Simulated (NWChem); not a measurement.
Atomisation of H3NPbS

```
Pb
N 1 2.1260
H 2 1.0151 1 123.87
H 2 1.0157 3 111.22 1 180.00
S 1 2.5649 2 91.97 3 180.00
H 5 1.3514 1 93.07 2 180.00
```
Charge 0, spin multiplicity 1.

The numbers come from NWChem runs, not from measurements. The geometry was optimised at PBE0/def2-SVP with def2 effective core potentials on Pb, a minimum by its harmonic frequencies. It is one conformer; others weren't searched.

Basis set: def2-TZVP. The atomisation energy is electronic alone: no zero-point, thermal, spin-orbit or counterpoise terms. No value is extrapolated to the basis-set limit. Free atoms are single determinants with multiplicities Pb 3, N 4, H 2, S 3. Correlated methods freeze the same cores in atoms and molecule, 10 orbitals in all.

Relative cost: rough, from shared machines, SCF included, HF = 1. Costs are the molecule's.

Effective core potentials replace the inner electrons of Pb; spin-orbit coupling is left out. B3LYP has NWChem's definition, with VWN1-RPA local correlation. GW and range-separated runs recompute their integrals, the others keep them in memory, which bears on the times. The structure started from a generated list of species. The stability of the SCF solutions was not checked. Open-shell Hartree-Fock references start from PBE0 orbitals; any time given for them includes that run.

| method | atomisation energy (kcal/mol) | relative cost |
|---|---|---|
| HF | … | 1 |
| BP86 | 427.4 | under 3 |
| PBE0 | 404.1 | under 3 |
| PBE | 420.2 | under 3 |
| B3LYP | 407.6 | under 3 |
| MP2 | 390.2 | under 3 |
| TPSS | 415.4 | under 3 |
| CAM-B3LYP | … | 10 |

Question: What belongs in the gaps?

Answer: 
- HF, atomisation energy (kcal/mol): 248.4
- CAM-B3LYP, atomisation energy (kcal/mol): 406.6
